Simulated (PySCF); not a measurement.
Ga(H)2(OH) (GaH3O), SMILES [OH][GaH2].

Geometry optimised at PBE-D3(BJ)/def2-TZVP.

Method: r2SCAN/def2-TZVPD in PySCF.

Isolated molecule, no solvent.

| Quantity | Result |
|---|---|
| total energy | -2001.87904 hartree |
| point group | Cs |
| highest occupied level | -7.58 eV |
| lowest empty level | -1.74 eV |
| orbital gap | 5.85 eV |
| dipole moment | 1.51 D |
| quadrupole, principal values (traceless, Buckingham form, about the centre of nuclear charge) | -6.33, 3.11, 3.22 D·Å |
| mean static polarisability | 36.3 bohr³ (5.38 Å³) |
| polarisability, principal values | 29.2, 39.2, 40.5 bohr³ |
